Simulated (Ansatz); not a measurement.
Compare A (`F[SiH2]C[SiH3]`) with its isomer B (`C[SiH2][SiH2]F`).

Computed with Ansatz on PBE0-D4/def2-TZVP structures; ΔE is electronic, products minus reactants. CCSD(T)/CBS is the MP2 limit (def2-TZVPP, def2-QZVPP) plus CCSD(T) − MP2 in def2-TZVPP, frozen cores. Functionals use def2-TZVPP. B3LYP here is the variant with VWN-RPA as its local correlation; programs differ in this. Each species was taken in one conformer, which may not be the lowest.

Task: Which isomer does CCSD(T)/CBS put lower? Give the gap. (Estimate.)

Result: Computed: A, by 5.2 kcal/mol.

Task: Give E(B) − E(A) in kcal/mol with r2SCAN-D4, BLYP-D4, CCSD/def2-TZVPP, B3LYP-D4, B2PLYP, MP2/def2-TZVPP, PBE-D4. (Best estimate.)

Result: The calculation gave: r2SCAN-D4 3.9, BLYP-D4 3.1, CCSD/def2-TZVPP 5.5, B3LYP-D4 3.8, B2PLYP 4.8, MP2/def2-TZVPP 6.9, PBE-D4 1.6. None reverses the order clearly.

Task: Does the order hold for the free energy at 298.15 K (harmonic terms from PBE0-D4)? (Best estimate.)

Result: Computed: Yes: G(B) − G(A) = +6.2 kcal/mol, for one conformer each. Modes under 60 cm⁻¹, often nearly free rotors, make the harmonic entropy too high.

Largest T1 diagnostic: 0.012.

From BLYP to BHLYP (50 % exact exchange), in def2-TZVPP and without D4, E(B) − E(A) moves by +2.5 kcal/mol. Leaving LDA and LC-ωPBE aside and taking each functional with its dispersion term where it has one, the values, not all of them listed here, spread over 4.4 kcal/mol, from PBE-D4 to ωB97M-V. LDA lies +1.5 kcal/mol from PBE without D4.
